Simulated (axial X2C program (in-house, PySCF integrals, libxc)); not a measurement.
**Hf: configurations by level of theory**

Calculated with an axial X2C code built on PySCF integrals, basis dyall-cv3z (cores contracted in-house), spin-free (one-electron X2C) and two-component (2c, atomic mean-field Coulomb and Gaunt terms). Energies in eV from the lowest row of each column (rows without correlated energies are left out; n/a marks j-coupled starts, which PBE0 does not hold); electrons by l are Mulliken totals of the Hartree–Fock solution, and PBE0 can relax to another configuration under the same block occupation. Coupled cluster uses truncated natural virtuals with an MP2 remainder. Frozen shells in the correlated columns: 4 s, 3 p, 2 d, 1 f.

The low spin-free determinants:

| electrons by l | M_S, M_L | HF | MP2 | CCSD(T) | PBE0 |
| --- | --- | --- | --- | --- | --- |
| s12 p24 d22 f14 | 1, 3 | 0.02 | 0.00 | 0.00 | 0.15 |
| s12 p24 d22 f14 | 1, 2 | 0.00 | 0.03 | 0.01 | 0.03 |
| s12 p24 d22 f14 | 1, 0 | 0.13 | 0.17 | 0.10 | 0.00 |
| s12 p24 d22 f14 | 1, 1 | 0.44 | 0.31 | 0.21 | 0.25 |
| s12 p24 d22 f14 | 1, 1 | 0.55 | 0.39 | 0.31 | 0.35 |
| s11.8 p24 d22.2 f14 | 1, 0 | 0.50 | 0.54 | 0.44 | 0.27 |

And the two-component ones:

| electrons by l | 2M_J | HF | MP2 | CCSD(T) | PBE0 |
| --- | --- | --- | --- | --- | --- |
| s12 p24 d22 f14 | 4 | 0.00 | 0.00 | 0.00 | 0.00 |
| s12 p24 d22 f14 | 2 | 0.02 | 0.07 | 0.03 | 0.07 |
| s12 p24 d22 f14 | 6 | 0.30 | 0.43 | 0.39 | 0.31 |
| s12 p24 d22 f14 | 8 | 0.40 | 0.51 | 0.51 | 0.53 |
| s11.8 p24 d22.2 f14 | 2 | 0.62 | 0.76 | 0.67 | 0.39 |
| s11.5 p25 d21.5 f14 | 4 | 0.22 | 1.17 | 1.15 | n/a |

Ground level as tabulated from the NIST Atomic Spectra Database (leading term): 2S+1 = 3, L = 3, J = 2.

Single determinants need not be terms or J levels, so several rows can belong to one term; PBE0 has no current term and treats spin collinearly, and Hartree–Fock breaks spherical symmetry, which spreads rows that should be degenerate. The search is wide but not exhaustive and can miss a configuration; gaps between s and d configurations can be off by some tenths of an eV with this basis and core.

The run took 28 min on 1 thread of Intel(R) Xeon(R) Processor @ 2.30GHz, with other jobs on the host.
